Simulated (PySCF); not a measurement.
Species: C₈H₈N₂.
SMILES: `C=CCc1ccc(C#N)[nH]1`

Level: PBE0/def2-SVPD in PySCF, non-relativistic, on one gas-phase PBE0-D3(BJ)/def2-SVP geometry that isn't relaxed in the solvent. The solvent is an IEF-PCM continuum (Bondi radii, 1.10 Å for H, scaled by 1.2), and excitations are vertical TDDFT with non-equilibrium linear response and a frozen core. Specific hydrogen bonds and non-electrostatic terms are outside this model.

Gas-phase singlets (H = HOMO, L = LUMO):

| state | E (eV) | λ (nm) | f | leading configuration |
| --- | --- | --- | --- | --- |
| S1 | 5.280 | 235 | 0.217 | H→L 52% |
| S2 | 5.408 | 229 | 0.213 | H→L+1 52% |
| S3 | 5.588 | 222 | 0.005 | H→L+2 72% |
| S4 | 6.112 | 203 | 0.015 | H-1→L 70% |
| S5 | 6.181 | 201 | 0.002 | H→L+3 60% |

Give the list for tetrahydrofuran (ε = 7.426), n² = 1.97.

```csv
state,E (eV),λ (nm),f,leading configuration,change by rank (eV)
S1,5.158,240,0.530,H→L 95%,-0.122
S2,5.386,230,0.002,H→L+2 95%,-0.022
S3,5.654,219,0.028,H→L+1 92%,+0.066
S4,6.005,206,0.042,H-1→L 83%,-0.107
S5,6.207,200,0.035,H-2→L 95%,+0.026
```

What are the lowest 5 singlets in acetonitrile (ε = 35.69)?

| state | E (eV) | λ (nm) | f | leading configuration | change by rank (eV) |
| --- | --- | --- | --- | --- | --- |
| S1 | 5.156 | 240 | 0.520 | H→L 95% | -0.124 |
| S2 | 5.345 | 232 | 0.003 | H→L+2 96% | -0.063 |
| S3 | 5.705 | 217 | 0.024 | H→L+1 88% | +0.117 |
| S4 | 5.979 | 207 | 0.039 | H-1→L 82% | -0.133 |
| S5 | 6.155 | 201 | 0.046 | H-2→L 93% | -0.026 |

How do the frontier levels move from gas to acetonitrile?

```tsv
orbital	gas (eV)	solvent (eV)	change (eV)
LUMO+2	0.31	0.27	-0.04
LUMO+1	-0.40	0.06	+0.46
LUMO	-0.79	-0.81	-0.02
HOMO	-6.65	-6.60	+0.05
HOMO-1	-7.85	-7.65	+0.20
HOMO-2	-8.26	-7.84	+0.42
HOMO-3	-9.62	-9.83	-0.21
```

The HOMO–LUMO gap goes from 5.86 to 5.78 eV. Rows go by rank; for HOMO-3, HOMO-2, HOMO-1 and LUMO+2 the atom shares or the degeneracy differ between the runs, so the row needn't follow one orbital.

The values belong to the conformer `[CH2:1]=[CH:2][CH2:3][c:4]1[cH:5][cH:6][c:7]([C:8]#[N:9])[nH:10]1`: C1–C2–C3–C4 114°, C2–C3–C4–C5 138°.
